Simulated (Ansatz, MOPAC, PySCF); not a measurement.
Noncovalent pair: CH4 (SMILES C) (first 5 atoms) with H4OSi (SMILES O[SiH3]); geometry from B3LYP-D3(BJ)/def2-TZVP, rigid monomers moved along the line of their centres of mass till H2···Si7 is 2.96 Å.
(charge 0, multiplicity 1):
```json
[
 {"atom": "C", "x (Å)": "0.0210", "y (Å)": "-0.1589", "z (Å)": "0.0474"},
 {"atom": "H", "x (Å)": "-0.1249", "y (Å)": "0.6492", "z (Å)": "0.7624"},
 {"atom": "H", "x (Å)": "-0.3676", "y (Å)": "-1.0875", "z (Å)": "0.4642"},
 {"atom": "H", "x (Å)": "-0.5072", "y (Å)": "0.0706", "z (Å)": "-0.8773"},
 {"atom": "H", "x (Å)": "1.0841", "y (Å)": "-0.2744", "z (Å)": "-0.1611"},
 {"atom": "O", "x (Å)": "-0.0104", "y (Å)": "1.2606", "z (Å)": "3.0800"},
 {"atom": "Si", "x (Å)": "-0.0958", "y (Å)": "-0.3204", "z (Å)": "3.5591"},
 {"atom": "H", "x (Å)": "0.7632", "y (Å)": "1.7722", "z (Å)": "3.3278"},
 {"atom": "H", "x (Å)": "1.0229", "y (Å)": "-1.1220", "z (Å)": "3.0059"},
 {"atom": "H", "x (Å)": "-1.3820", "y (Å)": "-0.8282", "z (Å)": "3.0453"},
 {"atom": "H", "x (Å)": "-0.0592", "y (Å)": "-0.4393", "z (Å)": "5.0381"}
]
```

Counterpoise-corrected where a basis set is named; no monomer relaxation. Rows marked so take none.

Rows in 6-31G* carry no dispersion term and start afresh at each structure (6-31G* with six Cartesian d functions). The state that AM1, PM3 reach isn't checked.

The values were computed with Ansatz (Gaussian basis) for Hartree–Fock, density functionals and correlated methods; MOPAC for AM1, PM3 (differences of heats of formation); PySCF for 6-31G* rows. 

Problem. One of these levels gives 6.7 kJ/mol for the interaction energy. Which?
(A) HF/aug-cc-pV(D+d)Z
(B) PM3
(C) AM1
(D) HF/6-31G* (no counterpoise)

Solution. D, HF/6-31G* (no counterpoise). The others give 5.0 (AM1), 1.4 (PM3), 9.3 (HF/aug-cc-pV(D+d)Z)

Ansatz is a program for electronic structure.
